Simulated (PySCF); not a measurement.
**Complex of naphthalene and C5H6Si**

A complex built from naphthalene and C5H6Si; neutral, singlet.

| part | name | SMILES | atoms | charge | multiplicity |
| --- | --- | --- | --- | --- | --- |
| 1 | naphthalene | c1ccc2ccccc2c1 | 1–18 | 0 | 1 |
| 2 | C5H6Si | c1cc[siH]cc1 | 19–30 | 0 | 1 |

Coordinates in Å:
```
C1     -2.4142   -0.7020    0.0016
C2     -2.4143    0.7020   -0.0013
C3     -1.2348    1.3921   -0.0022
C4     -0.0001    0.7098    0.0003
C5      1.2348    1.3915    0.0021
C6      2.4146    0.7019    0.0010
C7      2.4144   -0.7020   -0.0014
C8      1.2347   -1.3916   -0.0016
C9     -0.0002   -0.7098    0.0002
C10    -1.2349   -1.3920    0.0013
H11    -3.3560   -1.2314    0.0037
H12    -3.3564    1.2308   -0.0026
H13    -1.2303    2.4731   -0.0052
H14     1.2300    2.4724    0.0043
H15     3.3564    1.2315    0.0032
H16     3.3563   -1.2312   -0.0033
H17     1.2292   -2.4725   -0.0029
H18    -1.2303   -2.4730    0.0019
C19     0.0004   -1.3902    3.4001
C20    -1.2375   -0.7570    3.4004
C21    -1.4478    0.6095    3.3996
Si22   -0.0005    1.6837    3.4002
C23     1.4473    0.6103    3.4002
C24     1.2380   -0.7563    3.3997
H25     0.0008   -2.4720    3.4003
H26    -2.1096   -1.4020    3.4015
H27    -2.4673    0.9703    3.3981
H28    -0.0010    3.1382    3.3976
H29     2.4665    0.9716    3.4004
H30     2.1104   -1.4008    3.3977
```

The parts are rigid, face to face. Here part 2 stands at height 3.4 Å (along z), slip 0 Å (along x) and twist 0° (about its own z axis). The slip is then varied.

Computed with PySCF 2.14.0: PBE0-D3(BJ)/def2-SVP interaction energy, counterpoise and uncorrected, gas phase. Geometry: GFN2-xTB.

Energies in kJ/mol, cluster less frozen parts; CP is counterpoise-corrected. Electrostatic, Pauli, orbital and dispersion terms sum to the uncorrected value; Pauli holds the exchange-correlation of the frozen density too, and orbital the superposition error (at most 8.4 kJ/mol here).

Q: The points computed are slip (Å) = 0, 0.4, 0.8, 1.2, 1.6, 2, 2.6, 3.4. At which is the CP energy lowest, and how does the curve run?

A: At 0, with -17.4 kJ/mol.
```json
{"slip (Å)": "0", "CP": "-17.4", "electrostatic": "-9.4", "Pauli": "31.3", "orbital": "-14.1", "dispersion": "-33.5"}
{"slip (Å)": "0.4", "CP": "-15.5", "electrostatic": "-9.7", "Pauli": "32.7", "orbital": "-13.6", "dispersion": "-33.3"}
{"slip (Å)": "0.8", "CP": "-11.5", "electrostatic": "-10.4", "Pauli": "35.5", "orbital": "-12.4", "dispersion": "-32.6"}
{"slip (Å)": "1.2", "CP": "-8.9", "electrostatic": "-10.8", "Pauli": "36.7", "orbital": "-11.5", "dispersion": "-31.4"}
{"slip (Å)": "1.6", "CP": "-9.5", "electrostatic": "-10.6", "Pauli": "34.5", "orbital": "-11.2", "dispersion": "-30.0"}
{"slip (Å)": "2", "CP": "-12.2", "electrostatic": "-9.5", "Pauli": "29.5", "orbital": "-11.2", "dispersion": "-28.2"}
{"slip (Å)": "2.6", "CP": "-15.0", "electrostatic": "-7.3", "Pauli": "21.5", "orbital": "-10.6", "dispersion": "-25.0"}
{"slip (Å)": "3.4", "CP": "-13.0", "electrostatic": "-4.7", "Pauli": "15.0", "orbital": "-8.5", "dispersion": "-20.1"}
```

The 8 runs took 17 min in all, one thread each of Intel Xeon Platinum 8488C on a shared host, launched as `OMP_NUM_THREADS=1 python cluster_run.py task.json out`.
